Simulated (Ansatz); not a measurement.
Question: Name a neutral molecule of Cl, N, O, Ta and H with zero-point energy (PBE0-D4/def2-TZVP) between 104 and 120 kJ/mol and LUMO energy (PBE/def2-TZVPP) between -1.80 and -1.50 eV (Ansatz, PBE0-D4/def2-TZVP geometry).

Answer: `[NH]=[Ta]([OH])([OH])[Cl]` (109.9 kJ/mol, -1.51 eV). Other molecules can fit too; these were computed, each in one conformer that needn't be the lowest.
